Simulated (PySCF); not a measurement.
Solvent effects on NMR parameters

Atoms are numbered as in `[BH3-:1][P@@H+:2]1[C@H:3]([SiH3:4])[C@H:5]1[C:6]([F:7])([F:8])[F:9]`. Hydrogens are named by the atom that carries them.

GIAO PBE0/pcSseg-1 in PySCF 2.14.0 with density-fitted response routines on one PBE0-D3(BJ)/def2-SVP conformer, non-relativistic, equivalent nuclei averaged. Solvents enter as an IEF-PCM continuum (acetone with ε = 20.5, acetonitrile with ε = 35.7) around the gas-phase geometry. Shifts are referred to BF3·OEt2, TMS, CFCl3 computed in the same medium.

Gas phase, δ in ppm: B1 -50.9, C6 129.6, C5 26.1, C3 0.3, Si4 -63.5, F7/F8/F9 -80.0, H(Si4) 4.16, H(P2) 3.21, H(C5) 1.70, H(B1) 1.21, H(C3) 0.95. Dipole moment 2.98 D.

(1) How does each δ change in the continuum?

(2) Which nuclei move most (in ppm), and what does the model miss?

## Answers

(1) 
```json
{"atoms": "B1", "environment": "boron bonded to P, 3 H", "Δδ, acetone": "+0.3", "Δδ, acetonitrile": "+0.3"}
{"atoms": "C6", "environment": "CF3 carbon", "Δδ, acetone": "+1.6", "Δδ, acetonitrile": "+1.7"}
{"atoms": "C5", "environment": "three-membered-ring carbon", "Δδ, acetone": "+0.4", "Δδ, acetonitrile": "+0.5"}
{"atoms": "C3", "environment": "three-membered-ring carbon", "Δδ, acetone": "+1.7", "Δδ, acetonitrile": "+1.7"}
{"atoms": "Si4", "environment": "silicon bonded to C, 3 H", "Δδ, acetone": "+0.4", "Δδ, acetonitrile": "+0.4"}
{"atoms": "F7/F8/F9", "environment": "fluorine of a CF3 group", "Δδ, acetone": "+1.4", "Δδ, acetonitrile": "+1.4"}
{"atoms": "H(Si4)", "environment": "hydrogen on a silicon bonded to C", "Δδ, acetone": "-0.06", "Δδ, acetonitrile": "-0.06"}
{"atoms": "H(P2)", "environment": "hydrogen on a phosphorus bonded to 2 C, B, in a 3-membered ring", "Δδ, acetone": "+0.44", "Δδ, acetonitrile": "+0.46"}
{"atoms": "H(C5)", "environment": "hydrogen on a three-membered-ring carbon", "Δδ, acetone": "+0.46", "Δδ, acetonitrile": "+0.47"}
{"atoms": "H(B1)", "environment": "hydrogen on a boron bonded to P", "Δδ, acetone": "-0.39", "Δδ, acetonitrile": "-0.41"}
{"atoms": "H(C3)", "environment": "hydrogen on a three-membered-ring carbon", "Δδ, acetone": "+0.46", "Δδ, acetonitrile": "+0.48"}
```

Changes are relative to the gas phase. The dipole moment becomes 4.01 D in acetone, 4.05 D in acetonitrile.

(2) C6 (CF3 carbon, +1.7 ppm) and C3 (three-membered-ring carbon, +1.7 ppm) in acetonitrile. A continuum only polarises the solute; specific hydrogen bonds, the anisotropy of aromatic solvents and changes of geometry or conformer are outside it.
